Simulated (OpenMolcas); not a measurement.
Ti2+.

```
Program             : OpenMolcas
Basis               : ANO-R2 [6s5p4d2f1g]
Scalar Hamiltonian  : X2C, finite nucleus
Active space        : 2 electrons in 10 orbitals (3d 4d)
State averaging     : 2S+1 = 3 even, 10 roots; 2S+1 = 1 even, 15 roots
Spin-orbit coupling : state interaction with AMFI integrals over the reference wave functions, term energies averaged over their components
```

Two sets of levels on these reference wave functions, in cm⁻¹ above 3d² ³F₂: one from CASSCF and one from SS-CASPT2, IPEA 0.25 Eh, imaginary shift 0.1 Eh (closed shells correlated: 3s 3p).

| Level | Set 1 | Set 2 |
| --- | --- | --- |
| 3d² ³F₂ | 0.0 | 0.0 |
| 3d² ³F₃ | 189 | 190 |
| 3d² ³F₄ | 435 | 436 |
| 3d² ¹D₂ | 10790 | 8160 |
| 3d² ³P₀ | 12990 | 10950 |
| 3d² ³P₁ | 13050 | 11010 |
| 3d² ³P₂ | 13180 | 11140 |
| 3d² ¹G₄ | 16630 | 14620 |
| 3d² ¹S₀ | 39290 | 32460 |

Problem. Which set is which?

Solution. Set 2 is SS-CASPT2. Its levels of the other terms of 3d² lie at 0.76 to 0.88 of the other set's values, as expected, since terms of lower spin or lower L gain more correlation energy than the Hund ground term. Against 8 measured levels (Corliss and Sugar, J. Phys. Chem. Ref. Data 8, 1 (1979)) the mean absolute deviation is 230 cm-1 with it and 2300 cm-1 without; single levels miss by up to 420 cm-1 with it.

CASPT2 does not keep the components of a term degenerate, so their means are used; among the terms shown or strongly mixed into the levels shown the widest spread is 700 cm-1 (3d² ¹G, SS-CASPT2). Active for correlation alone: 4d; no level in the range computed is led by a configuration that fills it, so any true level of that kind is missing. Without dynamic correlation excited terms often stand tens of per cent too high (terms of higher spin than the ground term too low), and those without a measured partner can miss by more than the paired ones (holds for CASSCF). Computed and measured levels are paired by configuration, term and J; levels that our copy of the source lacks, or whose pairing is in doubt (as where it misses far off the trend of its configuration), stay unpaired and out of the deviations. Levels of configurations outside the active space are missing.
